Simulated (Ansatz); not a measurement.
One change: `CB(O)O` becomes `OB(O)[Te][SiH3]`.

Ansatz, PBE0-D4/def2-TZVP geometries, multiplicity 1. Each molecule was computed in one conformer, which needn't be the lowest.

Elements past krypton have def2 core potentials.

| property | `CB(O)O` |
| --- | --- |
| HOMO–LUMO gap (B3LYP/def2-TZVPP) / eV | 9.00 |
| size of the dipole moment (PBE/def2-TZVPP) / D | 2.20 |
| zero-point energy (PBE0-D4/def2-TZVP) / kJ/mol | 185.4 |
| LUMO energy (PBE0/def2-TZVPP) / eV | 0.33 |
| size of the dipole moment (B3LYP/def2-TZVPP) / D | 2.23 |
| ideal-gas entropy at 298 K and 1 bar (rigid rotor, harmonic PBE0-D4/def2-TZVP) / J/(mol·K) | 304 |

(1) What does the change do to each property? (Best estimate.)

Answers

(1) Computed: 
```json
{"property": "HOMO–LUMO gap (B3LYP/def2-TZVPP) / eV", "`OB(O)[Te][SiH3]`": "5.57", "shift": "-3.43"}
{"property": "size of the dipole moment (PBE/def2-TZVPP) / D", "`OB(O)[Te][SiH3]`": "1.51", "shift": "-0.69"}
{"property": "zero-point energy (PBE0-D4/def2-TZVP) / kJ/mol", "`OB(O)[Te][SiH3]`": "156.9", "shift": "-28.5"}
{"property": "LUMO energy (PBE0/def2-TZVPP) / eV", "`OB(O)[Te][SiH3]`": "-0.54", "shift": "-0.87"}
{"property": "size of the dipole moment (B3LYP/def2-TZVPP) / D", "`OB(O)[Te][SiH3]`": "1.56", "shift": "-0.67"}
{"property": "ideal-gas entropy at 298 K and 1 bar (rigid rotor, harmonic PBE0-D4/def2-TZVP) / J/(mol·K)", "`OB(O)[Te][SiH3]`": "380", "shift": "76"}
```

With PBE0 the HOMO rises by 2.79 eV and the LUMO falls by 0.87 eV, so the gap narrows by about 3.66 eV. PBE moves the HOMO by 2.10 eV and ωB97M-V by 3.23 eV. The zero-point energy changes by -28.5 kJ/mol with +3 modes. Dipoles are sizes alone; their direction can turn. Modes under 60 cm⁻¹, often nearly free rotors, make the harmonic entropy too high.

B3LYP here is the variant with VWN-RPA as its local correlation; programs differ in this.

Spin–orbit coupling is left out; it splits and shifts lone-pair levels of the heavy atoms by tenths of an eV.
